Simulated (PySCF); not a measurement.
Si(F)(H)2(OAc) (C₂H₅FO₂Si), SMILES CC(=O)O[SiH2]F.

The structure is a stationary point at B3LYP-D3(BJ)/def2-SVP. One conformer was computed; it need not be the lowest.

Two levels are set side by side: TDA-PBE/def2-SVPD (PySCF) and TDA-PBE0/def2-SVPD (PySCF). Vertical, same geometry. The lowest singlet is HOMO→LUMO 100 % with PBE and HOMO→LUMO 99 % with the other functional; states are paired by order. Differences are taken from unrounded values.

```json
[
 {"quantity": "lowest singlet excitation (eV)", "TDA-PBE0": "5.84", "TDA-PBE": "5.55", "TDA-PBE minus TDA-PBE0": "-0.29"},
 {"quantity": "lowest triplet excitation (TDA) (eV)", "TDA-PBE0": "5.27", "TDA-PBE": "5.02", "TDA-PBE minus TDA-PBE0": "-0.25"},
 {"quantity": "first bright state (f over 0.05) (eV)", "TDA-PBE0": "8.17", "TDA-PBE": "6.92", "TDA-PBE minus TDA-PBE0": "-1.25"},
 {"quantity": "its oscillator strength", "TDA-PBE0": "0.15", "TDA-PBE": "0.08", "TDA-PBE minus TDA-PBE0": "-0.07"}
]
```

A lower first singlet is the usual sign of a functional without exact exchange. Differences between two approximate levels are no errors against the true value.

Rough cost on one machine, each run with all the roots and properties that it gave: TDA-PBE0 against TDA-PBE about 2 times.
